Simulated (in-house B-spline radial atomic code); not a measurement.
**RPA and G0W0 on Hartree-Fock: the rubidium ion Rb⁸⁺**

Configuration [Ar] 3d10 4s1, highest spin, mean-field start Hartree-Fock. Computed with a B-spline radial code for spherical atoms: all electrons, non-relativistic, point nucleus, each spin shell either full or empty, empty states to l = 9 with an (l + 1/2)⁻⁴ tail; G0W0 by contour deformation at full frequency.

Without relativity these are model numbers: it shifts the levels of so heavy an element strongly and can reorder them.

Command:
```bash
python run_gw.py task.json out
```
Settings (radii: box in bohr, nucleus in fm):
```
Z                        37
electrons                29
configuration            [Ar] 3d10 4s1
hamiltonian              nr
method                   hf
lmax                     9
spin_polarised           True
box_radius               7.7
intervals                49
ion_configuration        [Ar] 3d10
```

Run time, properties included: 2.4 s on 1 thread of Arm Neoverse V2, on a shared host.

Energies (hartree):

```json
{"term": "mean-field total", "value": "-2920.16497"}
{"term": "Hartree-Fock functional on these orbitals", "value": "-2920.16497"}
{"term": "direct second order", "value": "-2.2413"}
{"term": "second-order exchange", "value": "0.66064"}
{"term": "SOSEX correction", "value": "0.62576"}
```

(1) What is the RPA correlation energy, and what remains with SOSEX?

Quasi-particle levels (eV):

| level | occupied | mean field | Σx - vxc | Σc | QP weight | G0W0 |
| --- | --- | --- | --- | --- | --- | --- |
| 4s up | yes | -147.29 | 0.00 | ? | ? | ? |
| 3d down | yes | -258.46 | 0.00 | 1.94 | 0.978 | -256.52 |
| 3d up | yes | -258.82 | 0.00 | 1.96 | 0.977 | -256.86 |
| 3p down | yes | -387.11 | 0.00 | 5.94 | 0.913 | -381.17 |
| 4s down | no | -128.35 | 0.00 | -2.18 | 0.983 | -130.53 |

G0W0 = mean field + (Σx - vxc) + Σc, with Σc (partial-wave tail included) taken at the quasi-particle energy. Only the outer levels were computed.

(2) Where does G0W0 put 4s up?

(3) What does it cost to remove one electron (to [Ar] 3d10) by differences of total energies, each species on its own start (correlation terms add to the Hartree-Fock functional)?

Results:

(1) RPA gives -2.0404 hartree (-1.91 eV per electron); RPA + SOSEX gives -1.4146, and the second-order doubles (MP2) -1.5807 hartree. RPA lacks exchange-type terms and so overcorrelates at short range.

(2) At -149.03 eV, with Σc = -1.74 eV and a quasi-particle weight of 0.987. The tabulated removal energy is 150.628 ± 0.025 eV (NIST, measured); the calculation leaves out relativity, Breit and QED terms, and what these don't explain is the method's own error.

(3) Hartree-Fock functional 147.18 eV, + RPA 148.73 eV, + RPA + SOSEX 148.13 eV, + second order 148.38 eV. Tabulated: 150.628 ± 0.025 eV (NIST, measured); the calculation leaves out relativity, Breit and QED terms, and what these don't explain is the method's own error.
